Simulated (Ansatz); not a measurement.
Reaction (redistribution): zirconium tetrachloride + `[SiH]Br` → `[Cl][Zr]([Cl])([Cl])[Br]` + `[SiH]Cl`

Isolated molecules relaxed with PBE0-D4/def2-TZVP in Ansatz; ΔE leaves out vibrations. CCSD(T)/CBS is the MP2 limit (def2-TZVPP, def2-QZVPP) plus CCSD(T) − MP2 in def2-TZVPP, frozen cores. This one scheme is used for every species. DFT in def2-TZVPP. B3LYP here is the variant with VWN-RPA as its local correlation; programs differ in this. def2 core potentials past Kr. For Br, Zr outer-core shells are correlated without core-valence functions, which leaves a few kJ/mol of doubt a bond. Scalar relativity is left out up to krypton.

```
             level  ΔE (kJ/mol)  difference from CCSD(T)/CBS
            PBE-D4          4.4                          4.7
           PBE0-D4          3.2                          3.5
          B3LYP-D4          2.7                          3.0
              PBE0          3.7                          4.0
           r2SCANh          3.2                          3.5
       HF/def2-SVP         10.0                         10.3
     HF/def2-TZVPP          1.9                          2.2
SCS-MP2/def2-TZVPP         -2.5                         -2.2
CCSD(T)/def2-TZVPP         -1.3                         -1.0
     HF/def2-QZVPP          1.8                          2.1
       CCSD(T)/CBS         -0.3                            0
```

Largest T1 diagnostic among the species: 0.015.

At CCSD(T), def2-SVP lies +6.6 kJ/mol from the extrapolated value and def2-TZVPP −1.0 kJ/mol. In def2-TZVPP, CCSD(T) changes the Hartree–Fock value by −3.2 kJ/mol (the triples alone add −0.3 kJ/mol) and MP2 by −5.5 kJ/mol.
